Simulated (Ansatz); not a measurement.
Geometry optimisation, Ansatz, RHF/def2-SVP.

Input file:

```yaml
crystal:
  periodic: [false, false, false]
  atoms:
    - { symbol: Si, position_ang: [0.0, 0.0, 0.0] }
    - { symbol: F, position_ang: [0.0, 0.0, 1.94] }
    - { symbol: F, position_ang: [1.4994, 0.0, -0.5295] }
    - { symbol: Cl, position_ang: [-1.0032, 1.7381, -0.7093] }
    - { symbol: F, position_ang: [-0.7489, -1.2974, -0.5295] }
    - { symbol: Br, position_ang: [0.9784, 2.2754, 0.823] }
    - { symbol: H, position_ang: [0.4565, 1.0616, 1.9089] }
basis:
  gaussian: { orbitals: def2-SVP }
hamiltonian:
  xc: hf
relax:
  f_tol: 0.15
  max_steps: 25
  restrain:
    - { distance: [0, 5], at: 2.31, k: 30.0 }
    - { distance: [6, 1], at: 0.92, k: 30.0 }
    - { distance: [0, 1], at: 2.79, k: 30.0 }
    - { distance: [6, 5], at: 2.75, k: 30.0 }
```

Run as:

```bash
$ ansatz run input.yaml --threads 2 --pin off --max-ram 3072MiB --backend cpu --events-out ev --progress --plain --runs-dir out
```

Q: Where does it end, and by what steps?

A: The run converged. The restraints hold the end off the free minimum; the threshold counts their pulls, which the force column leaves out. Restrained pairs: Si1–Br6 (2.61 → 2.27 Å), F2–H7 (1.16 → 0.91 Å), Si1–F2 (1.94 → 2.80 Å), Br6–H7 (1.71 → 2.75 Å). After 15 steps the energy has fallen by 4.583 eV (the restraints' own energy left out); F3 moved furthest, 1.36 Å.

```tsv
step	energy less start (eV)	largest force component (eV/Å)	accepted
0	0.0000	4.722	yes
1	-0.2800	3.628	yes
2	-0.5333	4.361	yes
3	-1.7230	2.565	yes
4	-2.7528	1.173	yes
5	-3.2690	2.361	yes
6	-3.7232	1.262	yes
7	-4.0592	0.986	yes
8	-4.2109	1.102	yes
9	-4.3101	1.183	yes
10	-4.4290	0.905	yes
11	-4.5293	0.783	yes
12	-4.5561	0.738	yes
13	-4.5604	0.887	no
14	-4.5780	0.799	yes
15	-4.5833	0.833	yes
```

```xyz
7
Properties=species:S:1:pos:R:3
Si 0.363 0.413 -0.409
F -0.764 0.432 2.153
F 1.103 0.277 -1.804
Cl -1.429 1.258 -0.748
F 0.262 -1.054 0.162
Br 1.757 1.674 0.868
H -0.110 0.777 2.682
```

Run time: 36 s on 2 threads of Arm Neoverse V1, with other jobs on the host, peak memory 0.28 GiB.
